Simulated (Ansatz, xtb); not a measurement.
# Ranking isomers of C4H10Ge

3 gas-phase structures of C4H10Ge, from a drawn sample of its isomers (lower ones may exist). Each was relaxed with GFN2-xTB:

A. `C[C]1([GeH3])CC1`, a singlet
B. `C[C@@H]1C[C@H]1[GeH3]`, a singlet
C. `C[C@@H]1C[C@@H]1[GeH3]`, a singlet

Problem. Estimate their order in r2SCAN-D4/def2-SVP energy at these geometries, lowest first.

Solution. Calculated order at r2SCAN-D4/def2-SVP: B (0.0), C (3.7), A (4.2) kJ/mol. Less than 1 kcal/mol parts B and C; C and A, so the order within those pairs means little.

Energies above the lowest of each column, in kJ/mol; the last columns are at PBE-D3(BJ)/def2-SVP geometries:

```csv
structure,GFN2-xTB,HF/STO-3G,r2SCAN-D4/def2-SVP,PBE-D3(BJ)/def2-SVP,CCSD(T)/def2-SVP + ΔMP2/def2-TZVPP
B,0.1,0.0,0.0,0.0,0.0
C,0.0,5.6,3.7,2.9,3.0
A,4.5,11.0,4.2,4.1,1.7
```

Every level run on B puts it lowest or level with the lowest. CCSD(T)/def2-SVP + ΔMP2/def2-TZVPP orders those it was run on as B (0.0), A (1.7), C (3.0) kJ/mol. Less than 1 kcal/mol parts B and A; A and C, so the order within those pairs means little. ΔMP2 is the change of the MP2 energy from the smaller to the larger basis.

Programs: Ansatz 0.2.0, xtb 6.7.1.
